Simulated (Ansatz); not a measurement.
Mulliken charges of Cl$_{2}$F$_{2}$Ge, SMILES `[F][Ge]([F])([Cl])[Cl]` from PBE/def2-TZVPP in Ansatz (PBE0-D4/def2-TZVP geometry).

```json
{"atom": "F1", "x (Å)": "1.143", "y (Å)": "-1.228", "z (Å)": "0.502", "charge (e)": "-0.283"}
{"atom": "Ge2", "x (Å)": "0.015", "y (Å)": "-0.036", "z (Å)": "0.039", "charge (e)": "0.954"}
{"atom": "F3", "x (Å)": "-0.895", "y (Å)": "0.325", "z (Å)": "1.434", "charge (e)": "-0.283"}
{"atom": "Cl4", "x (Å)": "-1.255", "y (Å)": "-0.819", "z (Å)": "-1.434", "charge (e)": "-0.194"}
{"atom": "Cl5", "x (Å)": "1.042", "y (Å)": "1.684", "z (Å)": "-0.582", "charge (e)": "-0.194"}
```

**Question.** By hand: the dipole of these point charges (1 e Å = 4.8032 D).

**Answer.** Σ q r = (-0.015, 0.053, -0.120) e Å, of length 0.132 e Å = 0.63 D.

**Question.** How does the dipole of the full density compare? (Best estimate.)

**Answer.** Computed: (-0.025, 0.096, -0.214) e Å, 1.13 D; the point charges give 0.56 times that, at 1° from its direction.

Point charges leave out the atoms' own dipoles, such as those of lone pairs, and Mulliken's split depends on the basis, so the two needn't agree.
